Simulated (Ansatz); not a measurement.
An input meant for trans-NiH2(PH3)2 (NiP2H8) (charge 0, singlet; atoms displaced at random, 0.15 Å in each coordinate).

```yaml
crystal:
  periodic: [false, false, false]
  atoms:
    - {symbol: Ni, position_ang: [0.117219, 0.224673, -0.095242]}
    - {symbol: H, position_ang: [1.535044, -0.068036, 0.138564]}
    - {symbol: P, position_ang: [0.352500, 2.479711, 0.086622]}
    - {symbol: H, position_ang: [-0.474302, 3.034552, 0.977565]}
    - {symbol: H, position_ang: [-0.802225, 2.664901, -0.882290]}
    - {symbol: H, position_ang: [1.143999, 3.259356, -0.097555]}
    - {symbol: H, position_ang: [-1.000443, -0.022791, -0.085634]}
    - {symbol: P, position_ang: [-0.054713, -2.261580, -0.177548]}
    - {symbol: H, position_ang: [-0.639001, -2.443362, -1.044996]}
    - {symbol: H, position_ang: [-0.743301, -2.670075, 0.857602]}
    - {symbol: H, position_ang: [1.067191, -2.950112, -0.016288]}
basis:
  gaussian: {orbitals: def2-SVPD}
hamiltonian: {xc: {name: SVWN5}}
scf: {omitted_lower_state_checks: [starts]}
relax: {f_tol: 0.0001, max_steps: 3}
output: {forces: true}
```

```sh
$ ansatz run in.yaml --threads 2 --pin off --events-out ev --progress --plain --max-ram 4352MiB
```

Shortened log:

```
Functional definition: SVWN5
1371 factors; their error is unknown
mean field evaluation 1: about -59579.8591 eV, gradient 7.4e1 eV
mean field evaluation 2: about -58759.4559 eV, gradient 3.8e2 eV
mean field evaluation 4: about -59586.0930 eV, gradient 5.0e1 eV
mean field evaluation 8: about -59590.3283 eV, gradient 5.3e0 eV
mean field evaluation 16: about -59590.3438 eV, gradient 1.8e-2 eV
mean field -59590.34379234 eV, -2189.9047425828 hartree, gradient 6.0e-5 eV, S^2 0.000000; 0 other end points of the search recorded, 0 dependent functions left out
reference -59590.34384965 eV, -2189.9047446889 hartree; 33, 33 occupied and 113, 113 virtual orbitals, 1371 factors
relax step   1: F+E_penalty+E_count = -59590.34379234 eV  Δ(F+E_penalty+E_count) = +0.000e0 eV  max|allowed force component| = 1.606e1 eV/Å  Δτ_max = 0.0000 Å  (33 SCF iters, accepted)
1371 factors; their error is unknown
mean field -59596.63672836 eV, -2190.1360037160 hartree, gradient 1.5e-5 eV, S^2 0.000000; 0 other end points of the search recorded, 0 dependent functions left out
reference -59596.63678649 eV, -2190.1360058523 hartree; 33, 33 occupied and 113, 113 virtual orbitals, 1371 factors
relax step   2: F+E_penalty+E_count = -59596.63672836 eV  Δ(F+E_penalty+E_count) = -6.293e0 eV  max|allowed force component| = 5.491e0 eV/Å  Δτ_max = 0.1921 Å  (36 SCF iters, accepted)
1371 factors; their error is unknown
mean field evaluation 32: about -59597.6012 eV, gradient 4.1e1 eV
mean field -59598.56573541 eV, -2190.2068934175 hartree, gradient 1.1e-5 eV, S^2 0.000000; 0 other end points of the search recorded, 0 dependent functions left out
reference -59598.56579413 eV, -2190.2068955756 hartree; 33, 33 occupied and 113, 113 virtual orbitals, 1371 factors
relax step   3: F+E_penalty+E_count = -59598.56573541 eV  Δ(F+E_penalty+E_count) = -1.929e0 eV  max|allowed force component| = 1.144e0 eV/Å  Δτ_max = 0.1948 Å  (37 SCF iters, accepted)
Error: geometry relaxation did not converge after 3 steps: max|allowed force component| = 1.14e0 eV/Å (threshold 1.0e-4). Raise `relax.max_steps` over both its present limit and 3, loosen `relax.f_tol`, or start from a geometry closer to equilibrium. Where this run's directory can be resumed (`checkpoint.write`), a resume goes on for up to `relax.max_steps` more
```

Problem. What is wrong with this run?

Solution. The relaxation is allowed too few steps for its threshold. The SCF steps converged, but the relaxation ran out of steps.
